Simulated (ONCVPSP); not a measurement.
## cerium: excitation energies, all-electron against ONCV

ONCVPSP 4.0.1 input, shortened (lines: element, Z, core and valence counts, functional; n l f; lmax; l rc ep ncon nbas qcut; lloc lpopt rc5 dvloc0; l nproj debl; icmod fcfact rcfact), Wu-Cohen, fully relativistic:

```
  Ce 58.00    9    5  -118130      upf
    1    0    2.00
    2    0    2.00
    2    1    6.00
    3    0    2.00
    3    1    6.00
    3    2   10.00
    4    0    2.00
    4    1    6.00
    4    2   10.00
    4    3    1.00
    5    0    2.00
    5    1    6.00
    5    2    1.00
    6    0    2.00
    3
    0    2.85    0.00    3    6    3.80
    1    2.15    0.00    3    6    6.80
    2    3.45    0.00    3    7    3.80
    3    1.90    0.00    4    9    9.30
    4    5    1.75    9.50
    0    2    3.50
    1    2    3.60
    2    1    3.80
    3    2    3.10
    0    0.00    0.00
```

Open shells are filled in proportion to 2j + 1.

Energies are relative to the spin-unpolarised reference configuration 4f1 5s2 5p6 5d1 6s2; without spin polarisation the order of configurations can differ from experiment.

```json
{"valence configuration": "4f1 5s2 5p6 5d1 6s0", "charge": "+2", "ΔE all-electron (eV)": "17.078", "error AE − PS (meV)": "-7.9"}
{"valence configuration": "4f1 5s2 5p6 5d0 6s0", "charge": "+3", "ΔE all-electron (eV)": "36.201", "error AE − PS (meV)": "+25"}
```

Question: What are ΔE and the potential's error for 4f1 5s2 5p6 5d1 6s1 6p1?

Answer: ΔE = 2.491 eV all-electron; the error (AE − PS) is +0.1 meV.

Question: What are ΔE and the potential's error for 4f1 5s2 5p6 5d1 6s1?

Answer: ΔE = 6.101 eV all-electron; the error (AE − PS) is -0.6 meV.
